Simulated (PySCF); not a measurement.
**SMILES C=CC=C=C=CC(C)=O, C8H8O**

Geometry:
| atom | x (Å) | y (Å) | z (Å) |
| --- | --- | --- | --- |
| C1 | 3.632 | 0.443 | 1.135 |
| C2 | 2.360 | 0.326 | 0.751 |
| C3 | 1.794 | -0.908 | 0.284 |
| C4 | 0.525 | -1.032 | -0.084 |
| C5 | -0.673 | -1.141 | -0.424 |
| C6 | -1.944 | -1.237 | -0.779 |
| C7 | -2.889 | -0.116 | -0.736 |
| C8 | -2.333 | 1.194 | -0.233 |
| O9 | -4.044 | -0.249 | -1.081 |
| H10 | 4.308 | -0.397 | 1.114 |
| H11 | 4.036 | 1.377 | 1.485 |
| H12 | 1.696 | 1.180 | 0.784 |
| H13 | 2.447 | -1.772 | 0.237 |
| H14 | -2.344 | -2.182 | -1.125 |
| H15 | -3.087 | 1.972 | -0.317 |
| H16 | -2.040 | 1.085 | 0.810 |
| H17 | -1.451 | 1.470 | -0.806 |

The calculation used PySCF, TDDFT B3LYP/def2-SVPD excited states, vertical, gas phase. Geometry: GFN2-xTB.

**Question.** Give the one- and two-photon strengths of the lowest singlets.

**Answer.** δ for parallel linear polarisation; σ at the peak of a Lorentzian of half width 0.1 eV, single beam; Ω is circular over linear.
```tsv
state	E (eV)	f	photon λ (nm)	δ (au)	σ (GM)	Ω	main
S1	2.82	0.000	878	<0.1	0.00	–	HOMO−1→LUMO 0.97
S2	3.90	0.000	635	<0.1	0.00	–	HOMO−2→LUMO 0.97
S3	3.97	0.893	624	349	2.02	0.59	HOMO→LUMO 0.95
S4	5.30	0.034	468	2610	26.88	0.65	HOMO−3→LUMO 0.66, HOMO→LUMO+1 0.31
S5	5.39	0.000	460	7.76	0.08	1.50	HOMO−1→LUMO+1 0.82, HOMO−1→LUMO+4 0.12
```

Among these, the strongest one-photon state is S3, the strongest two-photon state S4, with a dipole change of 0.3 D (relaxed, norm of the difference vector).
